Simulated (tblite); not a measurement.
C4H9FSSi.
Structure used (GFN2-xTB), in Å, numbered top down from 1:
```
atom  x, y, z in Å
C1     0.8943    1.6590   -0.4577
C2     0.1441    0.5134    0.2051
Si3    1.3958   -0.8874    0.7131
C4    -0.8597   -0.1116   -0.6530
S5    -0.8352   -0.0578   -2.2855
C6    -1.9608   -0.9018   -0.0088
F7    -1.8867   -0.9090    1.3618
H8     1.6213    2.0866    0.2282
H9     0.1987    2.4411   -0.7599
H10    1.4132    1.3138   -1.3484
H11   -0.3285    0.8513    1.1314
H12    2.3619   -0.2372    1.5960
H13    0.6761   -1.9579    1.3935
H14    2.0243   -1.3681   -0.5149
H15   -2.9362   -0.4779   -0.2755
H16   -1.9301   -1.9474   -0.3370
```

Computed values, GFN2-xTB/tblite, gas phase, harmonic and unscaled. This tight-binding method is rough: wavenumbers can miss measured ones by several per cent, in bad cases by 10 to 20. Modes of hydrogen on silicon can be 10 to 20 % off. One conformer, not necessarily the lowest.

Harmonic wavenumbers (cm⁻¹): 59.9, 69.2, 106.6, 136.2, 185.9, 194.6, 243.5, 276.5, 390.6, 440.7, 494.5, 544.0, 560.6, 641.0, 752.1, 765.0, 769.3, 793.0, 907.9, 994.1, 1022.6, 1029.7, 1092.4, 1105.9, 1172.7, 1194.6, 1245.4, 1313.6, 1333.5, 1411.6, 1415.9, 1488.1, 1499.7, 2289.2, 2300.9, 2321.6, 2923.3, 2938.0, 2939.4, 3014.0, 3037.2, 3044.5.

A = 1754, B = 1560, C = 1047 MHz; mass 136.018 u (most abundant isotopes); point group C1, symmetry number 1.

Problem. What is the zero-point energy?

Solution. Half the sum of the wavenumbers: 25229 cm⁻¹ = 301.81 kJ/mol.

Problem. Entropy at 500 K, 1 bar (ideal gas, RRHO, classical rotation)?

Solution. Translation 180.87, rotation 128.24, vibration 195.54: S = 504.6 J/(mol K).

Problem. And Cp and H(500 K) − H(0)?

Solution. Cp = 214.70 J/(mol K), of which vibrations give 181.44 (their classical limit is 42 R = 349.2); H(500 K) − H(0) = 65.95 kJ/mol without the zero-point energy, 49.33 from vibrations.

Problem. Which modes carry the vibrational entropy at 500 K?

Solution. 59.9 cm⁻¹: 22.94; 69.2 cm⁻¹: 21.75; 106.6 cm⁻¹: 18.17; 136.2 cm⁻¹: 16.16; 185.9 cm⁻¹: 13.61; 194.6 cm⁻¹: 13.24 J/(mol K); the other 36 give 89.67 together.

Problem. What must be added to the electronic energy to get the Gibbs energy at 500 K and 1 bar?

Solution. ZPE + [H(500 K) − H(0)] − T·S = 301.81 + 65.95 − 252.32 = 115.44 kJ/mol.

Problem. Blend soft modes into free rotors: weight 1/[1 + (100 cm⁻¹/ν̃)⁴] for the oscillator and the rest for a rotor with moment μB/(μ + B), μ = h/(8π²ν), B = 10⁻⁴⁴ kg m². What vibrational entropy results?

Solution. 181.65 J/(mol K) in place of 195.54, which changes −T·S at 500 K by +6.95 kJ/mol.

Hindered rotation and anharmonicity are outside this model. Other conformers, if any are populated, would add a mixing term that is left out. The structure is chiral; the term R ln 2 for an equal mix with its mirror image is left out.

Hardware: one thread of an Intel Xeon at 2.50 GHz, no GPU, shared host. Cost: 1.2 s of wall time. The figure is for the frequency step alone.
